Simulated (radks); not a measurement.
Kr VI, configuration [Ar] 3d10 4s2 4p(up 1, down 0). Calculated with a radial shooting solver on a logarithmic mesh with Libxc functionals: scalar-relativistic Kohn-Sham, LDA (Slater exchange, Perdew-Wang correlation), spin-polarised, spherical densities, finite nucleus; Fermi nuclear charge, rms radius 4.1884 fm.

Normalised radial functions P(r) = r R(r), r in bohr:

```
   r/bohr * 3p up (the largest magnitude, 1.47, reaches the edge; | marks zero)
 0.003472                             *
 0.003946                             *
 0.004485                             *
 0.005097                             *
 0.005793                             *
 0.006637                             *
 0.007543                             |*
 0.008573                             |*
 0.009744                             |*
  0.01116                             |*
  0.01269                             |*
  0.01442                             | *
  0.01639                             | *
  0.01863                             |  *
  0.02134                             |  *
  0.02426                             |   *
  0.02757                             |    *
  0.03133                             |     *
   0.0359                             |      *
   0.0408                             |       *
  0.04637                             |        *
   0.0527                             |         *
   0.0599                             |           *
  0.06862                             |            *
  0.07799                             |             *
  0.08864                             |              *
   0.1007                             |              *
   0.1154                             |             *
   0.1312                             |           *
   0.1491                             |         *
   0.1695                             |     *
   0.1926                             | *
   0.2207                         *   |
   0.2508                   *         |
    0.285              *              |
    0.324         *                   |
   0.3712     *                       |
   0.4218  *                          |
   0.4794  *                          |
   0.5449   *                         |
   0.6193      *                      |
   0.7096          *                  |
   0.8064              *              |
   0.9166                  *          |
    1.042                      *      |
    1.193                        *    |
    1.356                          *  |
    1.542                            *|
    1.752                            *|
    1.991                             *
    2.282                             *
    2.593                             *
    2.947                             *
     3.35                             *
    3.838                             *
    4.362                             *
    4.957                             *
```

3p up: eigenvalue -268.94 eV, 1 radial node at r = 0.200 bohr, <r> = 0.540 bohr, 90 % of the charge inside 0.823 bohr.
